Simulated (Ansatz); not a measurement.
Basis sets compared for SnF2⁻. The state is a doublet with charge -1. Geometry B3LYP-D4/def2-TZVPD. Ansatz on 4 threads of Arm Neoverse V2 on a shared host; times are rough, and most runs start from earlier orbitals.

```xyz
3

Sn    0.2548    0.4237    0.7712
F    -0.9014    1.0145   -0.8038
F     0.6466   -1.4383    0.0326
```

In the def2 sets Sn takes a core potential; there is no spin–orbit coupling. At PBE-D4/def2-SVPD, PBE-D4/def2-TZVPD, PBE0-D4/def2-SVPD, PBE0-D4/def2-TZVPD the highest occupied level of the charge -1 doublet lies above zero (up to 1.79 eV). By energy differences its removal costs 1.18 eV (vertical, to the charge 0 singlet, at CCSD(T)/def2-TZVPPD). The structure comes from a short search, and lower isomers may exist.

```
            level  functions  energy (Eh)  HOMO (eV)  LUMO (eV)  wall time
 PBE-D4/def2-SVPD         78    -413.7889       1.79       2.91     0.76 s
PBE0-D4/def2-SVPD         78    -413.7860       0.82       3.63        1 s
```

Q: Estimate the rows for PBE-D4/def2-TZVPD, PBE0-D4/def2-TZVPD.

A: 
```json
{"level": "PBE-D4/def2-TZVPD", "functions": "136", "energy (Eh)": "-414.0309", "HOMO (eV)": "1.57", "LUMO (eV)": "2.62", "wall time": "1.1 s"}
{"level": "PBE0-D4/def2-TZVPD", "functions": "136", "energy (Eh)": "-414.0270", "HOMO (eV)": "0.70", "LUMO (eV)": "3.33", "wall time": "1.6 s"}
```
